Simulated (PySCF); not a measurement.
M06-2X on Ne²⁺ (neon, charge +2), [He] 2s2 2p3 3d1, high-spin 5D determinant (an excited configuration). Calculation: PySCF 2.14, in aug-cc-pwCVDZ; the non-relativistic Hamiltonian (point nucleus).

```
cycle= 1 E= -124.332170083178  delta_E= -0.0018  |g|= 0.0106  |ddm|= 0.108
cycle= 2 E= -124.332181844797  delta_E= -1.18e-05  |g|= 0.00122  |ddm|= 0.0106
cycle= 3 E= -124.332182018205  delta_E= -1.73e-07  |g|= 0.000113  |ddm|= 0.00167
cycle= 4 E= -124.332182020013  delta_E= -1.81e-09  |g|= 1.21e-05  |ddm|= 0.000126
cycle= 5 E= -124.332182020038  delta_E= -2.46e-11  |g|= 7.75e-07  |ddm|= 1.6e-05
converged SCF energy = -124.332182020038  <S^2> = 6.0013299  2S+1 = 5.000532
```

Highest occupied orbital energy: 1.200 eV; ⟨L²⟩ = 6.00; populations by l: s 4.00, p 3.00, d 1.00.

Q: Can this result be used?

A: Not for this state. Self-consistency was reached. The outer electron is Rydberg-like, and this basis confines it to a smaller radius and binds it less than a complete one would. At M06-2X the highest occupied level has a positive energy, so only the finite basis holds that electron; for this excited configuration the basis is too tight for the outer shell.
